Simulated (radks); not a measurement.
Results of a calculation; reference values are marked as such.
The nitrogen ion N+ inside a hard spherical wall (all orbitals vanish at R), configuration held at [He] 2s2 2p2 and not refilled when levels cross. Level of theory: non-relativistic Kohn-Sham, LDA (Slater exchange, Perdew-Wang correlation), spin-polarised, spherical densities, point nucleus; open shells are filled with parallel spins first (a radial shooting solver on a logarithmic mesh with Libxc functionals). Eigenvalues in eV for spin up, with the zero of energy where the potential of the charges vanishes at infinity; a dash marks a level that is unbound or too diffuse for the functional's potential to be trusted. A positive occupied level is held by the wall or, in an anion where self-interaction has pushed it up, behind a barrier. The pressure on the wall is -dE/dV.

| R (bohr) | E (hartree) | kinetic (hartree) | e(1s) | e(2s) | e(2p) | e(3s, empty) | e(3p, empty) | pressure (GPa) |
|---|---|---|---|---|---|---|---|---|
| free | -53.58337 | 53.330 | -398.33 | -33.499 | -22.116 | -5.562 | -3.664 | 0 |
| 20 | -53.58337 | 53.330 | -398.33 | -33.499 | -22.116 | -5.562 | -3.664 | < 0.0001 |
| 15 | -53.58337 | 53.330 | -398.33 | -33.499 | -22.116 | -5.562 | -3.660 | < 0.0001 |
| 12 | -53.58337 | 53.330 | -398.33 | -33.499 | -22.116 | -5.556 | -3.623 | < 0.0001 |
| 10 | -53.58337 | 53.330 | -398.33 | -33.499 | -22.116 | -5.518 | -3.501 | < 0.0001 |
| 5 | -53.58205 | 53.344 | -398.22 | -33.436 | -22.041 | -1.691 | 1.626 | 0.290 |
| 4 | -53.56974 | 53.442 | -397.60 | -33.056 | -21.587 | 4.810 | 8.567 | 4.63 |
| 3.5 | -53.54002 | 53.635 | -396.51 | -32.365 | -20.775 | 12.156 | 15.799 | 19.1 |
| 2 | -52.16950 | 58.682 | -376.49 | -14.444 | -2.612 | 114.19 | 103.50 | 1990 |
